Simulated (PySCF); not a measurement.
FH₃LiN, SMILES [NH3]->[Li][F] (connectivity only; charge and spin as stated), neutral, multiplicity 1. Atoms are numbered in the order given.

```xyz
6

N      0.0000     0.0000    -1.7164
H      0.8147     0.4704    -2.0995
H      0.0000    -0.9408    -2.0995
H     -0.8147     0.4704    -2.0995
Li     0.0000     0.0000     0.3329
F      0.0000     0.0000     1.9238
```

Geometry: B3LYP-D3(BJ)/def2-TZVP.

Two levels are set side by side: PBE/pcSseg-2 (PySCF) and PBE0/pcSseg-2 (PySCF). GIAO shifts against CFCl3 (¹⁹F), NH3 (¹⁵N), TMS (¹H) at the same level; non-relativistic, no solvent, atoms listed together averaged. Differences are taken from unrounded values.

```csv
quantity,PBE0,PBE,PBE minus PBE0
δ(¹⁵N) of N1 (ppm),3.6,4.8,1.2
"δ(¹H) of H2, H3, H4 (ppm)",0.75,0.54,-0.21
δ(¹⁹F) of F6 (ppm),-203.9,-217.2,-13.3
```

Rough cost on one machine, each run with all the roots and properties that it gave: PBE0 against PBE within a factor of 2.
